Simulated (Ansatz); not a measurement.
This geometry of F5HW + H3P (11 atoms, charge 0, multiplicity 1) is a first-order saddle point.

Computed with Ansatz, RKS LDA/def2-SVP.

```xyz
11
Properties=species:S:1:pos:R:3
W 0.139 0.196 -0.125
H 0.840 -0.530 1.459
F 1.853 -0.207 -0.664
F -0.022 1.908 -0.917
F -1.255 0.574 1.012
F -0.268 -1.630 0.160
F -0.602 -0.210 -1.768
P 1.298 2.186 1.262
H 2.172 1.627 2.282
H 2.371 2.171 0.300
H 1.181 0.304 1.528
```

Problem. Which two structures does it join? (They come from a converged band through this point; their orientation in space is the band's.)

Solution. Bonds broken: W1–H2, P8–H11. Bonds formed: W1–P8, H2–H11. F5HW + H3P becomes F5H2PW + H2.

Initial state:

```xyz
11
Properties=species:S:1:pos:R:3
W 0.119 -0.138 -0.239
H 0.191 -0.495 1.430
F 1.942 -0.436 -0.174
F 0.684 1.395 -1.130
F -1.176 0.929 0.537
F 0.090 -1.990 -0.245
F -1.187 -0.448 -1.515
P 1.813 2.228 1.961
H 2.884 1.431 1.419
H 1.489 2.774 0.667
H 0.858 1.138 1.817
```

Final state:

```xyz
11
Properties=species:S:1:pos:R:3
W 0.294 0.363 -0.476
H 0.166 -0.933 2.759
F 1.903 -0.559 -0.321
F 0.290 1.761 -1.696
F -1.084 1.337 0.281
F -0.477 -0.993 0.519
F 0.192 -0.621 -2.054
P 1.632 1.691 1.093
H 2.917 1.723 0.461
H 1.231 3.047 0.842
H 0.643 -0.426 3.120
```

Problem. How far does it lie above each of them?

Solution. 0.237 eV above the first and 0.330 eV above the second. This is the barrier of this one path; another mechanism may lie lower. The orbitals stay closed-shell, which can raise the energy where a bond breaks towards radicals; this wasn't checked here.

Time of the run: 3.4 min on 4 threads of Arm Neoverse V2, on a shared host, peak memory 0.22 GiB.
